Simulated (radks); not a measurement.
Polarisability of the sulfur ion S6+, [Ne], at imaginary frequency. Method: scalar-relativistic Kohn-Sham, PBE, spin-polarised, spherical densities, finite nucleus; Fermi nuclear charge, rms radius 3.2611 fm; computed with a radial shooting solver on a logarithmic mesh with Libxc functionals. Response by self-consistent Sternheimer equations with the Hartree and adiabatic LDA kernel, the relativistic mass of each level held fixed and spin-orbit coupling left out.

| w (hartree) | alpha1(iw) (bohr^3) | alpha2(iw) (bohr^5) |
|---|---|---|
| 0.00266 | 0.07477 | 0.03179 |
| 0.0143 | 0.07477 | 0.03179 |
| 0.0360 | 0.07476 | 0.03179 |
| 0.0697 | 0.07476 | 0.03179 |
| 0.118 | 0.07475 | 0.03179 |
| 0.186 | 0.07473 | 0.03178 |
| 0.280 | 0.07468 | 0.03176 |
| 0.413 | 0.07458 | 0.03172 |
| 0.605 | 0.07438 | 0.03165 |
| 0.892 | 0.07393 | 0.03148 |
| 1.35 | 0.07290 | 0.03110 |
| 2.12 | 0.07033 | 0.03014 |
| 3.59 | 0.06352 | 0.02756 |
| 6.94 | 0.04608 | 0.02066 |
| 17.5 | 0.01700 | 0.007986 |

Static values: alpha1 = 0.07477 bohr^3 (0.01108 angstrom^3; uncoupled 0.08256), alpha2 = 0.03179 bohr^5, alpha3 = 0.02181 bohr^7. C6 = 0.03799, C8 = 0.08375, triple-dipole C9 = 0.002076 atomic units. One-pole (London) frequency 4 C6 / (3 alpha1^2) = 9.063 hartree, against 9.487 for minus the highest occupied eigenvalue.
